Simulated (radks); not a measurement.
Values are calculated unless marked as measured or tabulated.
Question: Species: Cu13+. Configuration: [Ne] 3s2 3p4. Level of theory: scalar-relativistic Kohn-Sham, PBE, spin-polarised, spherical densities, point nucleus; open shells are filled with parallel spins first (a radial shooting solver on a logarithmic mesh with Libxc functionals). Some entries of the table are withheld. Estimate them.

orbital,occ.,eigenvalue (eV),<r^2> (bohr^2)
1s up,1,-9272.747,0.003658
1s down,1,-9271.076,0.003657
2s up,1,-1481.554,0.06438
2s down,1,-1480.278,0.06428
2p up,3,-1337.863,0.05142
2p down,3,-1335.976,0.05138
3s up,1,-469.6602,0.4354
3s down,1,-463.3626,0.4383
3p up,3,-425.0412,(1)
3p down,1,-418.8228,(2)
3d up,0,-357.8655,0.3864
3d down,0,-352.4603,0.3878
4s up,0,-219.8603,1.743
4s down,0,-217.7841,1.762
4p up,0,-203.1740,(3)
4p down,0,-201.1880,(4)

Answer: 
(1) 3p up <r^2> (bohr^2): 0.4361
(2) 3p down <r^2> (bohr^2): 0.4394
(3) 4p up <r^2> (bohr^2): 1.838
(4) 4p down <r^2> (bohr^2): 1.859
